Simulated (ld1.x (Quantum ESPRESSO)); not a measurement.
# B (Z = 5): ultrasoft pseudisation with PBEsol, scalar-relativistic reference atom.

ld1.x (Quantum ESPRESSO) 7.5 was run on this input:

```
&input
   title='B', zed=5., rel=1, dft='PBESOL', iswitch=3,
   config='[He] 2s2 2p1',
   nld=2, rlderiv=4.50, eminld=-3.0, emaxld=5.0, deld=0.02
 /
 &inputp
   pseudotype=3, tm=.true., lloc=-1, rcloc=2.75,
   nlcc=.true., new_core_ps=.true., rcore=1.10,
   which_augfun='PSQ', rmatch_augfun_nc=.true.,
   file_pseudopw='B.UPF', file_wfcaegen='ae.wfc', file_wfcncgen='nc.wfc', file_beta='beta', file_chi='chi', file_wfcusgen='us.wfc'
 /
4
2S  1  0   2.00   0.00  1.25  1.70  0.0
2S  1  0   0.00   3.00  1.25  1.70  0.0
2P  2  1   1.00   0.00  3.70  4.15  0.0
2P  2  1   0.00   2.10  3.70  4.15  0.0
 &test
   configts(1)='2s2 2p1'
 /
```

Command:

```bash
ld1.x < B.in > B.out
```

The program printed (shortened: banner, matrices, multipoles, cross overlaps and the repeated all-electron block are left out):

```
Program LD1 v.7.5
     --------------------------- All-electron run ----------------------------

     B
     scalar relativistic calculation

     atomic number is  5.00
     dft =PBESOL   lsd =0 sic =0 latt =0  beta=0.20 tr2=1.0E-14
     Exchange-correlation= PBESOL
                           (   1   4  10   8   0   0   0)
     mesh =1059 r(mesh) = 101.04461 a.u. xmin = -7.00 dx = 0.01250
     1 Ry =  13.60569312 eV, c = 137.03599908

     n l     nl                  e(Ry)          e(Ha)          e(eV)
     1 0     1S 1( 2.00)       -13.1966        -6.5983      -179.5488
     2 0     2S 1( 2.00)        -0.6880        -0.3440        -9.3611
     2 1     2P 1( 1.00)        -0.2613        -0.1307        -3.5553

     final scf error:  5.9E-15 reached in  38 iterations

     Etot =     -48.939619 Ry,     -24.469810 Ha,    -665.857443 eV

     Ekin =      48.734958 Ry,      24.367479 Ha,     663.072881 eV
     Encl =    -113.420501 Ry,     -56.710251 Ha,   -1543.164533 eV
     Eh   =      23.055873 Ry,      11.527936 Ha,     313.691127 eV
     Exc  =      -7.309949 Ry,      -3.654974 Ha,     -99.456918 eV

     normalization and overlap integrals

     s(1S/1S) =  1.000000  <r> =   0.3303  <r2> =    0.1482  r(max) =   0.2103
     s(2S/2S) =  1.000000  <r> =   1.9587  <r2> =    4.6280  r(max) =   1.5152
     s(2P/2P) =  1.000000  <r> =   2.3021  <r2> =    6.8779  r(max) =   1.5929

     ------------------------ End of All-electron run ------------------------

     --------------------- Generating US pseudopotential ---------------------

      Generating local potential from pseudized AE potential:
      Matching radius rcloc =   2.7500

      Local pseudo, rcloc= 2.761 Estimated cut-off energy=     3.20 Ry

      Computing core charge for nlcc:

       r > 1.11 : true rho core
      Core charge pseudized with two Bessel functions
      Integrated core pseudo-charge :   0.25
      Wfc-us  2S rcutus= 1.717  Estimated cut-off energy=    15.47 Ry
      Wfc-us  2S rcutus= 1.717  Estimated cut-off energy=    29.44 Ry
      Wfc-us  2P rcutus= 4.119  Estimated cut-off energy=     4.84 Ry
      Wfc-us  2P rcutus= 4.119  Estimated cut-off energy=     8.43 Ry

     Q pseudized with Bessel functions
     Expected ecutrho=     120.2483 due to l1=  0   l2=  1

     ------------------- End of pseudopotential generation -------------------

     Computing logarithmic derivative in   4.52371
     Computing logarithmic derivative in   4.52371
     Computing the partial wave expansion
     R is outside the sphere for l=    0 j= 0.00
     R is outside the sphere for l=    0 j= 0.00
     R is outside the sphere for l=    1 j= 0.00
     R is outside the sphere for l=    1 j= 0.00

     ---------------------- Testing the pseudopotential ----------------------

     B
     scalar relativistic calculation

     atomic number is  5.00   valence charge is  3.00
     dft =PBESOL   lsd =0 sic =0 latt =0  beta=0.20 tr2=1.0E-14
     mesh =1059 r(mesh) = 101.04461 xmin = -7.00 dx = 0.01250

     n l     nl             e AE (Ry)        e PS (Ry)    De AE-PS (Ry)
     1 0     2S   1( 2.00)       -0.68803       -0.68803        0.00000
     2 1     2P   1( 1.00)       -0.26131       -0.26131        0.00000

     eps = 2.6E-15  iter =  1

     Etot =     -48.939619 Ry,     -24.469810 Ha,    -665.857443 eV
     Etotps =    -5.339962 Ry,      -2.669981 Ha,     -72.653888 eV

     Ekin =       1.580385 Ry,       0.790193 Ha,      21.502237 eV
     Encl =      -9.184341 Ry,      -4.592170 Ha,    -124.959325 eV
     Ehrt =       3.950131 Ry,       1.975066 Ha,      53.744274 eV
     Ecxc =      -1.819468 Ry,      -0.909734 Ha,     -24.755117 eV
     (Ecc =      -0.197467 Ry,      -0.098734 Ha,      -2.686682 eV)
     Epseu=       0.133330 Ry,       0.066665 Ha,       1.814043 eV

     ---------------------- End of pseudopotential test ----------------------
```

Generation and configuration tests took about 1 s on one core of a shared server CPU.
